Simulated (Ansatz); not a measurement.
A made-up structure of LiSiH₃SO, singlet:

Li1  (0.741, 1.417, -1.590)
Si2  (-0.584, -0.189, -0.391)
O3  (-1.598, -0.165, 0.937)
S4  (1.545, 0.527, 0.391)
H5  (-0.211, -1.646, -0.418)
H6  (-2.120, 0.635, 1.010)
H7  (-1.620, -0.538, -1.298)
(Å)

It is relaxed with PBE-D4/def2-SVP and then PBE0-D4/def2-TZVP (Ansatz 0.2.0). Atoms count as bonded within 1.22 times the sum of their covalent radii (H–H: 0.88 Å). The end point is not checked to be a true minimum.

Does its bonding change? (A judgement: the text doesn't fix the answer.)

The calculation gives: Yes. Formed: Li1–H7; broken: none.

Where it ends: The first stage lowers the energy by 2.86 eV in 14 steps. It ends as LiSiH₃SO ([OH][SiH]12[H][Li]1[S]2):
| atom | x (Å) | y (Å) | z (Å) |
| --- | --- | --- | --- |
| Li1 | 0.4325 | 1.2632 | -1.7440 |
| Si2 | -0.5100 | -0.4330 | -0.1491 |
| O3 | -1.8387 | -0.1983 | 0.7948 |
| S4 | 1.1383 | 0.7230 | 0.2585 |
| H5 | -0.3497 | -1.9020 | -0.2503 |
| H6 | -1.8048 | 0.6025 | 1.3227 |
| H7 | -0.9145 | -0.0135 | -1.5926 |

Labels in which every atom is bracketed show which atoms are joined, not bond orders.

For scale, one of the runs: PBE0-D4/def2-TZVP relaxation, 137 basis functions, launched by `ansatz run in.yaml --threads 2 --pin off --events-out ev --progress --plain --max-ram 4352MiB`. Hardware: 2 CPU threads of an AMD EPYC 9R45, shared host. Wall time about 7.5 s.
